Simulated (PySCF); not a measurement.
## Rh (rhodium, neutral) across methods

[Kr] 4d8 5p1, one real determinant (an excited configuration). Calculation: PySCF 2.14, in ANO-RCC-VTZP (7s6p4d2f1g, 68 functions); the spin-free X2C one-electron Hamiltonian (Gaussian nucleus).

```
 method  E (hartree)  mean ε 4d α (eV)  mean ε 4d β (eV)  mean ε 5p α (eV)  Σ⟨r²⟩ (bohr²)   ⟨S²⟩
    LDA     -4778.12            -7.679            -6.463            -1.462          55.23  3.750
    PBE     -4782.94            -7.428            -6.249            -1.366          55.16  3.751
   PBE0     -4783.01            -9.055            -7.776            -1.852          54.85  3.751
   BP86     -4783.92            -7.567            -6.451            -1.498          55.18  3.751
    UHF  -4780.91211           -13.164           -11.531            -2.861          54.70  3.754
 r2SCAN     -4783.33            -7.643            -6.416            -1.480          54.82  3.752
wB97X-V     -4783.05           -11.404           -10.296            -3.229          54.81  3.751
r2SCAN0     -4783.31            -9.251            -7.943            -1.935          54.65  3.752
```

⟨L²⟩ = 14.02 against 20 for a pure G term, so this real determinant mixes terms.
